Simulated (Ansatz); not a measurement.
Reactions of `C[SiH2][SiH2]S`.

Gas-phase electronic energies from Ansatz, PBE0-D4/def2-TZVP geometries. CCSD(T)/CBS adds triple-zeta CCSD(T) − MP2 to the extrapolated MP2 energy (def2 sets, frozen cores). This one scheme is used for every species. DFT in def2-TZVPP. One conformer a species, not always the lowest.

```json
{"reaction": "`C[SiH2][SiH2]S` + `C=N` → `C=N[SiH2]C` + `[SiH3]S`", "CCSD(T)/CBS(def2) (kcal/mol)": "?"}
{"reaction": "`C[SiH2][SiH2]S` + H₂O → `C[SiH2][SiH2]O` + H₂S", "CCSD(T)/CBS(def2) (kcal/mol)": "-3.7"}
{"reaction": "`C[SiH2][SiH2]S` + `OC(F)F` → `C[SiH2]OC(F)F` + `[SiH3]S`", "CCSD(T)/CBS(def2) (kcal/mol)": "-20.0"}
{"reaction": "`C[SiH2][SiH2]S` + `CBN` → `CBN[SiH2]C` + `[SiH3]S`", "CCSD(T)/CBS(def2) (kcal/mol)": "-10.0"}
```

Q: Fill in the missing values. (Estimate.)

A: The calculation gave: `C[SiH2][SiH2]S` + `C=N` → `C=N[SiH2]C` + `[SiH3]S`: -8.7 kcal/mol.

Largest T1 diagnostic: 0.012, for `C=N`.
